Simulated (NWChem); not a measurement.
System: CH4Be; SMILES [BeH][CH3]

Input file for NWChem:

```
start job
memory heap 200 mb stack 900 mb global 1100 mb
geometry units angstroms noautosym nocenter noautoz
  Be     0.000000     0.000000    -1.060594
  H      0.000000     0.000000    -2.404968
  C      0.000000     0.000000     0.618921
  H      0.723573     0.731248     1.044286
  H      0.271493    -0.992256     1.044286
  H     -0.995066     0.261008     1.044286
end
basis spherical
  * library def2-svp
end
dft
  xc xwpbe 1.00 cpbe96 1.0 hfexch 1.00
  cam 0.4 cam_alpha 0.0 cam_beta 1.0
  iterations 150
  vectors input atomic output neutral.movecs
end
task dft energy
charge 1
dft
  odft
  mult 2
  vectors input atomic output cation.movecs
end
task dft energy
```

Excerpt of the output:

```
             Northwest Computational Chemistry Package (NWChem) 7.3.0
             --------------------------------------------------------

                             Geometry "geometry" -> ""
                             -------------------------

 Output coordinates in angstroms (scale by  1.889725989 to convert to a.u.)

  No.       Tag          Charge          X              Y              Z
 ---- ---------------- ---------- -------------- -------------- --------------
    1 Be                   4.0000     0.00000000     0.00000000    -1.06059400
    2 H                    1.0000     0.00000000     0.00000000    -2.40496800
    3 C                    6.0000     0.00000000     0.00000000     0.61892100
    4 H                    1.0000     0.72357300     0.73124800     1.04428600
    5 H                    1.0000     0.27149300    -0.99225600     1.04428600
    6 H                    1.0000    -0.99506600     0.26100800     1.04428600

 Effective nuclear repulsion energy (a.u.)      22.7854084498

  pbe96 is a nonlocal functional; adding pw91lda local functional.

                                 NWChem DFT Module
                                 -----------------

 Summary of "ao basis" -> "ao basis" (spherical)
 ------------------------------------------------------------------------------
       Tag                 Description            Shells   Functions and Types
 ---------------- ------------------------------  ------  ---------------------
 Be                         def2-svp                 5        9   3s2p
 H                          def2-svp                 3        5   2s1p
 C                          def2-svp                 6       14   3s2p1d

            General Information
            -------------------
          SCF calculation type: DFT
          Wavefunction type:  closed shell.
          No. of atoms     :     6
          No. of electrons :    14
           Alpha electrons :     7
            Beta electrons :     7
          Charge           :     0
          Spin multiplicity:     1
          Use of symmetry is: off; symmetry adaption is: off
          Maximum number of iterations: 150
          AO basis - number of functions:    43
                     number of shells:    23
          Convergence on energy requested:  1.00D-06
          Convergence on density requested:  1.00D-05
          Convergence on gradient requested:  5.00D-04

              XC Information
              --------------
                     Hartree-Fock (Exact) Exchange  1.000
                     LC-wPBE(h)Exchange Functional  1.000
            Perdew 1991 LDA Correlation Functional  1.000 local
           PerdewBurkeErnz. Correlation Functional  1.000 non-local

           Range-Separation Parameters
           ---------------------------
           Alpha           :  0.00
           Beta            :  1.00
           Gamma           :  0.40
           Short-Range HF  :     F

             Grid Information
             ----------------
          Grid used for XC integration:  medium
          Radial quadrature: Mura-Knowles
          Angular quadrature: Lebedev.
          Tag              B.-S. Rad. Rad. Pts. Rad. Cut. Ang. Pts.
          ---              ---------- --------- --------- ---------
          Be                  1.05       49           8.0       434
          H                   0.35       45          10.0       434
          C                   0.70       49           9.0       434
          Grid pruning is: on
          Number of quadrature shells:   278
          Spatial weights used:  Erf1

      Superposition of Atomic Density Guess
      -------------------------------------

 Sum of atomic energies:         -54.17565343

      Non-variational initial energy
      ------------------------------

 Total energy =     -54.943907
 1-e energy   =    -115.843293
 2-e energy   =      38.113978
 HOMO         =      -0.356263
 LUMO         =       0.041774

   convergence    iter        energy       DeltaE   RMS-Dens  Diis-err
 ---------------- ----- ----------------- --------- --------- ---------
 d= 0,ls=0.0,diis     1    -55.1248903608 -7.79D+01  9.59D-03  1.50D-01
 d= 0,ls=0.0,diis     2    -55.1444736097 -1.96D-02  3.03D-03  2.25D-02
 d= 0,ls=0.0,diis     3    -55.1475444808 -3.07D-03  1.19D-03  3.26D-03
 d= 0,ls=0.0,diis     4    -55.1480424232 -4.98D-04  2.73D-04  2.15D-05
 d= 0,ls=0.0,diis     5    -55.1480514063 -8.98D-06  4.33D-05  3.80D-07
 d= 0,ls=0.0,diis     6    -55.1480515714 -1.65D-07  3.88D-06  2.89D-09

         Total DFT energy =      -55.148051571449
      One electron energy =     -117.853776324585
           Coulomb energy =       49.613262899477
    Exchange-Corr. energy =       -9.692946596126
 Nuclear repulsion energy =       22.785408449785

 Numeric. integr. density =       13.999999553394

                       DFT Final Molecular Orbital Analysis
                       ------------------------------------

 Vector    5  Occ=2.000000D+00  E=-5.020015D-01
              MO Center=  1.8D-02, -2.4D-01,  7.9D-01, r^2= 1.3D+00
   Bfn.  Coefficient  Atom+Function         Bfn.  Coefficient  Atom+Function
  ----- ------------  ---------------      ----- ------------  ---------------
    19      0.399856  3 C  py                34     -0.352096  5 H  s
    39      0.205258  6 H  s                 22      0.199572  3 C  py
    18     -0.151686  3 C  px                29      0.146837  4 H  s
    35     -0.143963  5 H  s                 40      0.083925  6 H  s
    21     -0.075708  3 C  px                30      0.060038  4 H  s

 Vector    6  Occ=2.000000D+00  E=-4.539881D-01
              MO Center=  1.1D-07,  9.0D-08, -1.4D+00, r^2= 2.4D+00
   Bfn.  Coefficient  Atom+Function         Bfn.  Coefficient  Atom+Function
  ----- ------------  ---------------      ----- ------------  ---------------
     2      0.392283  1 Be s                 10      0.341020  2 H  s
    20     -0.251269  3 C  pz                 1     -0.216303  1 Be s
    23     -0.173451  3 C  pz                11      0.167640  2 H  s
     6      0.086347  1 Be pz                 9     -0.075178  1 Be pz
    17      0.075352  3 C  s                 29     -0.068346  4 H  s

 Vector    7  Occ=2.000000D+00  E=-4.163160D-01
              MO Center= -2.9D-09,  6.0D-08, -5.0D-01, r^2= 2.5D+00
   Bfn.  Coefficient  Atom+Function         Bfn.  Coefficient  Atom+Function
  ----- ------------  ---------------      ----- ------------  ---------------
     6      0.420390  1 Be pz                20      0.405732  3 C  pz
    10      0.250230  2 H  s                 23      0.174216  3 C  pz
     9     -0.118617  1 Be pz                29      0.090065  4 H  s
    34      0.090065  5 H  s                 39      0.090065  6 H  s
    16     -0.089075  3 C  s                  2     -0.085378  1 Be s

 Vector    8  Occ=0.000000D+00  E= 6.682299D-02
              MO Center=  1.3D-02,  1.0D-02, -1.2D+00, r^2= 4.2D+00
   Bfn.  Coefficient  Atom+Function         Bfn.  Coefficient  Atom+Function
  ----- ------------  ---------------      ----- ------------  ---------------
     7      0.606075  1 Be px                 8     -0.518235  1 Be py
     4     -0.290139  1 Be px                 5      0.248088  1 Be py
    40      0.238220  6 H  s                 35     -0.218997  5 H  s
    39      0.102758  6 H  s                 34     -0.094466  5 H  s
    18     -0.039184  3 C  px                21     -0.034897  3 C  px

 Vector    9  Occ=0.000000D+00  E= 6.682303D-02
              MO Center= -1.3D-02, -1.0D-02, -1.2D+00, r^2= 4.2D+00
   Bfn.  Coefficient  Atom+Function         Bfn.  Coefficient  Atom+Function
  ----- ------------  ---------------      ----- ------------  ---------------
     8      0.606075  1 Be py                 7      0.518235  1 Be px
     5     -0.290139  1 Be py                30     -0.263974  4 H  s
     4     -0.248088  1 Be px                35      0.148634  5 H  s
    40      0.115339  6 H  s                 29     -0.113867  4 H  s
    34      0.064115  5 H  s                 39      0.049753  6 H  s

 Vector   10  Occ=0.000000D+00  E= 1.008380D-01
              MO Center= -6.3D-06, -5.2D-06, -5.1D-01, r^2= 7.0D+00
   Bfn.  Coefficient  Atom+Function         Bfn.  Coefficient  Atom+Function
  ----- ------------  ---------------      ----- ------------  ---------------
     3      1.699944  1 Be s                 17     -1.138168  3 C  s
    11     -0.475704  2 H  s                  9      0.378662  1 Be pz
     2     -0.230776  1 Be s                 10     -0.145780  2 H  s
    16     -0.143115  3 C  s                 30      0.133286  4 H  s
    35      0.133284  5 H  s                 40      0.133284  6 H  s

     Multipole analysis of the density
     ---------------------------------

     L   x y z        total         alpha         beta         nuclear
     -   - - -        -----         -----         ----         -------
     0   0 0 0     -0.000000     -7.000000     -7.000000     14.000000

     1   1 0 0     -0.000000     -0.000000     -0.000000      0.000000
     1   0 1 0     -0.000001     -0.000000     -0.000000      0.000000
     1   0 0 1      0.243825     -0.066153     -0.066153      0.376131

     2   2 0 0     -9.736597     -7.702693     -7.702693      5.668788
     2   1 1 0      0.000000     -0.000001     -0.000001      0.000002
     2   1 0 1      0.000001      0.000000      0.000000      0.000000
     2   0 2 0     -9.736599     -7.702690     -7.702690      5.668782
     2   0 1 1      0.000000      0.000000      0.000000      0.000000
     2   0 0 2    -13.883144    -35.248128    -35.248128     56.613113

                                 NWChem DFT Module
                                 -----------------

[...]
```

Level: LC-wPBE (HJS exchange hole, range parameter 0.4 per bohr)/def2-SVP, vertical spin-unrestricted ions. The geometry was optimised at PBE-D3(BJ)/def2-SVP.
